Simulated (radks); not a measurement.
The numbers below are computed, except where a source is named.
Mean orbital radii <r> (bohr) of the cobalt ion Co+, [Ar] 3d8, at several levels of relativity; Dirac values are averaged over j with weights 2j + 1. Spin-unpolarised spherical Kohn-Sham, PBE, point nucleus unless stated (finite: rms radius 3.7875 fm), a radial shooting solver on a logarithmic mesh with Libxc functionals. A level marked "c x" has the speed of light scaled by that factor and shares open shells by 2j + 1; other Dirac levels either fill j = l - 1/2 first or share by 2j + 1.

shell,non-rel.,"scalar-rel., finite nucleus","Dirac, low j first","Dirac, c x 10","change of magnitude, last against first (%)"
1s,0.05691,0.05619,0.05619,0.05690,-0.01
2s,0.2587,0.2554,0.2552,0.2586,-0.01
2p,0.2262,0.2249,0.2249,0.2262,-0.01
3s,0.7875,0.7779,0.7779,0.7874,-0.01
3p,0.8279,0.8237,0.8238,0.8278,-0.01
3d,1.133,1.139,1.140,1.133,+0.01
4s (empty),2.797,2.759,2.759,2.797,-0.01
4p (empty),3.628,3.606,3.606,3.628,-0.01
